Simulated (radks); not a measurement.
All-electron atom: the iron ion Fe+ in [Ar] 3d6 4s1. Method: scalar-relativistic Kohn-Sham, PBE, spin-unpolarised, spherical densities, point nucleus; computed with a radial shooting solver on a logarithmic mesh with Libxc functionals.

Radial electron density D(r) = 4 pi r^2 rho(r):

| r (bohr) | D(r) (e/bohr) |
|---|---|
| 0.002217 | 0.7347 |
| 0.00252 | 0.9298 |
| 0.002887 | 1.191 |
| 0.003308 | 1.522 |
| 0.00379 | 1.939 |
| 0.004307 | 2.427 |
| 0.004934 | 3.068 |
| 0.005653 | 3.860 |
| 0.006477 | 4.830 |
| 0.007361 | 5.932 |
| 0.008434 | 7.327 |
| 0.009662 | 8.979 |
| 0.01107 | 10.90 |
| 0.01258 | 12.96 |
| 0.01441 | 15.40 |
| 0.01651 | 18.04 |
| 0.01892 | 20.82 |
| 0.0215 | 23.44 |
| 0.02464 | 26.08 |
| 0.02823 | 28.39 |
| 0.03234 | 30.15 |
| 0.03675 | 31.14 |
| 0.04211 | 31.35 |
| 0.04824 | 30.67 |
| 0.05527 | 29.26 |
| 0.06282 | 27.53 |
| 0.07197 | 25.75 |
| 0.08245 | 24.57 |
| 0.09447 | 24.49 |
| 0.1074 | 25.65 |
| 0.123 | 28.06 |
| 0.1409 | 31.10 |
| 0.1615 | 33.76 |
| 0.1835 | 34.93 |
| 0.2102 | 33.99 |
| 0.2409 | 30.62 |
| 0.276 | 25.48 |
| 0.3136 | 20.23 |
| 0.3593 | 15.68 |
| 0.4117 | 13.26 |
| 0.4717 | 13.17 |
| 0.5361 | 14.49 |
| 0.6142 | 16.10 |
| 0.7036 | 16.69 |
| 0.8061 | 15.68 |
| 0.9162 | 13.45 |
| 1.05 | 10.40 |
| 1.203 | 7.384 |
| 1.378 | 4.932 |
| 1.566 | 3.285 |
| 1.794 | 2.152 |
| 2.055 | 1.460 |
| 2.355 | 1.019 |
| 2.676 | 0.7226 |
| 3.066 | 0.4783 |
| 3.513 | 0.2908 |
| 4.025 | 0.1578 |
| 4.574 | 0.07821 |
| 5.241 | 0.03152 |
| 6.004 | 0.01041 |
| 6.879 | 0.002734 |
| 7.819 | 0.0006133 |

D(r) has 3 maxima, at r = 0.0405, 0.186, 0.692 bohr, and minima at 0.0893, 0.442 bohr, inside which lie 2.12, 10.67 electrons.
